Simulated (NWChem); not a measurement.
Species: SiHCl, singlet; SMILES Cl[SiH]

Computed with NWChem. Low-valent species are run as closed-shell singlets; no triplet was tried in these runs. The geometry was optimised at B3LYP/6-31G* (spherical d). Level: M05-2X/def2-SVP with SMD (1 M gas to 1 M solution), gas-phase geometry. Reactions with the solvent are ignored.

For solvent chlorobenzene:

```
Item                                         Result
-------------------------------------------  ------
solvation free energy (kcal/mol)               -3.0
cavity-dispersion-structure term (kcal/mol)    -1.5
```

Question: Estimate the same quantities for solvent water.

Answer: 
* **solvation free energy (kcal/mol)**: -0.9
* **cavity-dispersion-structure term (kcal/mol)**: 0.9
